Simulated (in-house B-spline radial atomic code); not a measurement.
## HSE06 excitations of Bi5+

Method: HSE06. Computed with an all-electron radial atomic-structure program (B-spline basis): linear response of the closed shell [Xe] 4f14 5d10 with the functional's adiabatic kernel; scalar-relativistic (spin-free one-electron X2C), finite nucleus, no spin-orbit coupling, no double excitations, S, P, D and F terms only; shells from n = 3 respond. Only terms of natural parity with L up to 3 were computed.

Spin-orbit coupling is strong here, so these LS terms don't match observed levels.

Command:
```bash
python run_td.py task.json out
```
Settings (radii: box in bohr, nucleus in fm):
```
Z                        83
electrons                78
configuration            [Xe] 4f14 5d10
hamiltonian              x2c
method                   hse06
box_radius               16.35
rms_radius               5.5211
intervals                70
```

Cost of the run: 14 s on 1 thread of Arm Neoverse N1, with other jobs on the host.

The lowest states, in the order of their Tamm-Dancoff energies; the method's threshold (minus the highest occupied level) is 82.64 eV. Labels give the largest channel, * marks a mixed state, and oscillator strengths are full-response dipole values. Semilocal kernels can invert the small singlet-triplet splittings of Rydberg terms. Energies in eV:

| state | full response | Tamm-Dancoff | oscillator strength |
| --- | --- | --- | --- |
| 5d → 6s 3D | 18.610 | 18.640 | - |
| 5d → 6s 1D | 19.733 | 19.766 | - |
| 5d → 6p 3P | 32.75 | 32.79 | - |
| 5d → 6p 3F | 33.09 | 33.11 | - |
| 5d → 6p 1F | 33.61 | 33.61 | - |
| 5d → 6p 1P | 34.61 | 34.70 | 1.13 |
| 5d → 6d 3S | 49.21 | 49.23 | - |
| 5d → 6d 3D | 50.03 | 50.04 | - |
| 5d → 6d 1D | 50.44 | 50.45 | - |
| 5d → 5f 3P | 50.66 | 50.71 | - |
| 5d → 5f 3F | 51.58 | 51.60 | - |
| 5d → 7s 3D | 52.27 | 52.28 | - |
| 5d → 7s 1D | 52.48 | 52.49 | - |
| 5d → 5f 1F | 52.67 | 52.69 | - |
| 5d → 6d 1S | ? | ? | - |
| 5d → 5f 1P | 56.20 | 56.57 | 3.17 |
| 5d → 7p 3P | 57.55 | 57.56 | - |
| 5d → 7p 3F | 57.67 | 57.68 | - |
| 5d → 7p 1F | ? | ? | - |
| 5d → 7p 1P | 58.32 | 58.46 | 1.27 |
| 5d → 7d 3S | 64.18 | 64.19 | - |
| 5d → 7d 3D | 64.47 | 64.47 | - |

Problem. Where does 5d → 7p 1F lie?

Solution. At 57.81 eV in full response, 57.81 eV in Tamm-Dancoff.

Problem. Where does 5d → 6d 1S lie?

Solution. At 53.24 eV in full response, 53.58 eV in Tamm-Dancoff.

Problem. How large is the singlet-triplet splitting of 5d → 6s (D terms) in Tamm-Dancoff?

Solution. 1.13 eV, from the unrounded values.

Problem. What polarisabilities and dispersion coefficient does the method give?

Solution. Dipole 2.871 bohr³, quadrupole 6.898 bohr⁵, C6 13.87 hartree·bohr⁶ for two such species.
